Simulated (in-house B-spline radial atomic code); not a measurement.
As. Computed with a B-spline radial atomic code. Model: non-relativistic spherical atom: semilocal Troullier-Martins pseudo-atom, one channel per l, against all electrons, high spin, G0W0 and RPA with empty states to l = 8, local potential for every l without a channel, a model core (radius 0 = none) keeps its share of the functional.

What the tables leave out is listed at the end.

The pseudopotential gives back the lowest level of each angular momentum of its own functional in the configuration it was made in; a second state of the same l is only approximately right. Exact exchange, RPA and GW see the smooth pseudo-orbitals and miss the exchange with the core, for which the functional's share stands in. The column with an uncorrelated core keeps all orbitals and exact exchange, and so separates missing core correlation from pseudisation. Only the three outermost levels and the lowest empty one were computed. RPA here is direct RPA, with no exchange kernel, and its energies carry an (l + 1/2)⁻⁴ tail. A hybrid on a potential with a model core restores only its own semilocal share of the core's exchange.

Command:
```bash
python run_psgw.py task.json out
```
Settings (lengths in bohr, energies in hartree):
```
Z                      33
electrons              33
configuration          [Ar] 3d10 4s2 4p3
generated_in           [Ar] 3d10 4s2 4p3
functional             pbe,pbe
core_shells            5
radius_factor          1.15
core_correction        False
```

Time taken, with all properties: 24 s on 1 thread of Arm Neoverse V2 (shared host).

Given: made with PBE; model core radius 0 bohr; local radius 1.754 bohr; mean-field start PBE.

Valence shells of the generating configuration: 3d, 4s, 4p.

Channel: s 1.91, p 2.306, d 1.657 (radii in bohr).

Computed: largest level miss in the spin-unpolarised generating configuration 0 eV; valence RPA correlation energy all-electron orbitals -0.88908 hartree; valence RPA correlation energy pseudo -1.0701 hartree; pseudo-atom RPA polarisability 27.553 bohr³.

| level | occupied | mean-field all-electron (eV) | mean-field pseudo minus all (eV) | G0W0 all-electron (eV) | G0W0 uncorrelated core minus all (eV) | G0W0 pseudo minus all (eV) | exchange self-energy all-electron (eV) | exchange self-energy pseudo (eV) |
| --- | --- | --- | --- | --- | --- | --- | --- | --- |
| 4p up | 1 | -5.9554 | -0.001 | -9.6681 | -0.032 | -0.247 | -16.345 | -15.737 |
| 4p down (empty) | 0 | -3.6564 | 0.014 | -1.1089 | -0.026 | -0.188 | -4.3055 | -3.7191 |

Problem. What is the all-electron RPA polarisability, core included?

Solution. 27.777 bohr³.

Given: mean-field start PBE0.

Computed: valence RPA correlation energy all-electron orbitals -0.84604 hartree; all-electron RPA polarisability, core included 23.291 bohr³; pseudo-atom RPA polarisability 22.452 bohr³.

| level | occupied | mean-field all-electron (eV) | mean-field pseudo minus all (eV) | G0W0 all-electron (eV) | G0W0 uncorrelated core minus all (eV) | G0W0 pseudo minus all (eV) | exchange self-energy all-electron (eV) | exchange self-energy pseudo (eV) |
| --- | --- | --- | --- | --- | --- | --- | --- | --- |
| 4p up | 1 | -7.1338 | -0.069 | -9.9925 | -0.033 | -0.258 | -16.38 | -16.051 |
| 4s down | 1 | -13.452 | 0.023 | -16.339 | -0.034 | -0.361 | -16.195 | -14.892 |
| 4p down (empty) | 0 | -2.6294 | -0.022 | -0.81084 | -0.021 | -0.086 | -3.9153 | -3.5181 |

Problem. What is the valence RPA correlation energy pseudo?

Solution. -1.0364 hartree.

Given: mean-field start Hartree-Fock.

Computed: valence RPA correlation energy pseudo -0.95263 hartree; all-electron RPA polarisability, core included 17.134 bohr³; pseudo-atom RPA polarisability 15.069 bohr³.

```json
{"level": "4p up", "occupied": "1", "mean-field all-electron (eV)": "-10.073", "mean-field pseudo minus all (eV)": "-0.49", "G0W0 all-electron (eV)": "-10.402", "G0W0 uncorrelated core minus all (eV)": "-0.026", "G0W0 pseudo minus all (eV)": "-0.144", "exchange self-energy all-electron (eV)": "-16.182", "exchange self-energy pseudo (eV)": "-16.781"}
{"level": "4s down", "occupied": "1", "mean-field all-electron (eV)": "-15.13", "mean-field pseudo minus all (eV)": "0.1", "G0W0 all-electron (eV)": "-16.507", "G0W0 uncorrelated core minus all (eV)": "-0.021", "G0W0 pseudo minus all (eV)": "-0.077", "exchange self-energy all-electron (eV)": "-15.539", "exchange self-energy pseudo (eV)": "-14.717"}
{"level": "4s up", "occupied": "1", "mean-field all-electron (eV)": "-22.194", "mean-field pseudo minus all (eV)": "-0.489", "G0W0 all-electron (eV)": "-20.169", "G0W0 uncorrelated core minus all (eV)": "-0.027", "G0W0 pseudo minus all (eV)": "-0.461", "exchange self-energy all-electron (eV)": "-22.451", "exchange self-energy pseudo (eV)": "-22.383"}
```

Problem. What is the valence RPA correlation energy all-electron orbitals?

Solution. -0.74466 hartree.

Among the listed levels the largest G0W0 shift of the pseudo-atom is -0.46 eV, for 4s up on the Hartree-Fock start, while leaving the core uncorrelated moves that level by -0.03 eV. So pseudisation and the lost core exchange, not the missing core correlation, make the error. Not in the tables (levels of low weight, unsolved or above zero; the highest and the empty levels are kept at any weight): on PBE the G0W0 levels 4s down (pseudo minus all -0.36 eV, weights 0.71 and 0.74), 4s up (pseudo minus all -0.10 eV, weights 0.05 and 0.06); on PBE0 the G0W0 levels 4s up (pseudo minus all -0.18 eV, weights 0.32 and 0.34).
